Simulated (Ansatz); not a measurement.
Frontier orbitals of CH4ClFOSi, SMILES `OC(F)([SiH3])Cl`.

```xyz
9

O     1.089    0.942    0.787
C     0.521    0.334   -0.278
F     0.269    1.251   -1.265
Si   -1.085   -0.589    0.228
Cl    1.661   -0.868   -1.024
H     1.931    1.339    0.523
H    -1.647   -1.191   -1.002
H    -2.020    0.404    0.810
H    -0.719   -1.624    1.221
```

Total charge 0; spin multiplicity 1. All single points use the PBE0-D4/def2-TZVP geometry. It is one conformer, not always the lowest. Basis def2-TZVPP, Ansatz 0.2.0.

```json
{"functional": "PBE", "HOMO (eV)": "-7.40", "LUMO (eV)": "-1.09", "gap (eV)": "6.31"}
{"functional": "PBE0", "HOMO (eV)": "-8.78", "LUMO (eV)": "-0.10", "gap (eV)": "8.68"}
{"functional": "r2SCAN0", "HOMO (eV)": "-8.99", "LUMO (eV)": "0.08", "gap (eV)": "9.07"}
{"functional": "ωB97M-V", "HOMO (eV)": "-11.01", "LUMO (eV)": "1.74", "gap (eV)": "12.75"}
```

From PBE to PBE0 the HOMO moves by −1.38 eV and the LUMO by +0.99 eV, and with ωB97M-V by −3.61 and +2.82 eV, so the gap grows from 6.31 to 12.75 eV with exact exchange. A positive LUMO is unbound and depends on the basis.
